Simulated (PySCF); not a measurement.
**PRu at r²SCAN**

Computed with r²SCAN; basis P def2-TZVPP, Ru def2-TZVPP with ECP28; scalar-relativistic core potentials; PySCF 2.14.

```
state                                           : quartet, unpaired electrons σ ↑, π ↑, δ ↑, a mixture of terms (⟨Lz²⟩ = 4.8)
bond length                                     : 2.047 Å
harmonic wavenumber                             : 514 cm⁻¹
force constant                                  : 3.70 mdyn/Å
rotational constant Be                          : 0.1693 cm⁻¹
anharmonicity ωexe                              : 2.45 cm⁻¹
vibration–rotation constant αe                  : 0.000902 cm⁻¹
well depth De to P + Ru (4d7 5s1)               : 3.41 eV
dissociation energy D0                          : 3.38 eV
bond order (Mayer)                              : 2.73
dipole moment (positive dipole means P(−)Ru(+)) : 2.41 D
```

The metal atom is held in its measured ground configuration; semilocal functionals can put another filling of s and d lower by some tenths of an eV, and De to that atom would be smaller. Spin–orbit coupling is left out, which matters for elements this heavy, above all for dissociation energies. The state is the lowest single determinant that the PBE0 search found; with open d or f shells the true ground state can be another one.
